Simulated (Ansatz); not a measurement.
Relaxation of C$_{2}$H$_{8}$BGeN (13 atoms, charge 0, multiplicity 1), to a largest force component of 0.015 eV/Å in at most 40 steps.

Method: Ansatz 0.2.0, RKS PBE-D4/def2-SVP.

```xyz
13
Properties=species:S:1:pos:R:3
C -0.997 0.912 -0.282
C -0.051 -0.105 0.178
N 0.059 -0.230 1.612
B -0.015 -1.464 -0.567
Ge 1.580 -0.135 -0.732
H -1.092 1.020 -1.405
H -0.716 1.956 0.093
H -2.021 0.736 0.086
H 0.401 0.710 2.049
H -0.849 -0.432 2.054
H -0.640 -2.490 -0.812
H 2.791 -0.861 -0.045
H 1.569 0.347 -2.213
```

Q: Where does it end, and by what steps?

A: The run converged. After 14 steps the energy has fallen by 1.768 eV; H9 moved furthest, 1.10 Å. Joined: N3–B4.

| step | energy less start (eV) | largest force component (eV/Å) | accepted |
| --- | --- | --- | --- |
| 0 | 0.0000 | 2.479 | yes |
| 1 | -0.4257 | 1.111 | yes |
| 2 | -0.6449 | 0.572 | yes |
| 3 | -0.7611 | 0.717 | yes |
| 4 | -0.9214 | 0.972 | yes |
| 5 | -1.1773 | 1.023 | yes |
| 6 | -1.4970 | 1.113 | yes |
| 7 | -1.6241 | 2.016 | yes |
| 8 | -1.7393 | 0.423 | yes |
| 9 | -1.7528 | 0.389 | yes |
| 10 | -1.7666 | 0.139 | yes |
| 11 | -1.7663 | 0.108 | no |
| 12 | -1.7683 | 0.021 | yes |
| 13 | -1.7684 | 0.019 | yes |
| 14 | -1.7684 | 0.009 | yes |

```xyz
13
Properties=species:S:1:pos:R:3
C -1.113 1.197 -0.344
C -0.102 0.126 -0.079
N -0.036 -0.528 1.264
B 0.025 -1.443 -0.040
Ge 1.671 -0.504 -0.787
H -1.195 1.363 -1.436
H -0.846 2.174 0.117
H -2.130 0.914 0.016
H 0.741 -0.328 1.915
H -0.934 -0.574 1.765
H -0.670 -2.425 -0.168
H 2.851 0.071 0.060
H 1.759 -0.077 -2.270
```

Whether the end is a true minimum wasn't checked by a vibrational analysis.

Run time: 49 s on 2 threads of Arm Neoverse V1 (shared host), peak memory 0.17 GiB.
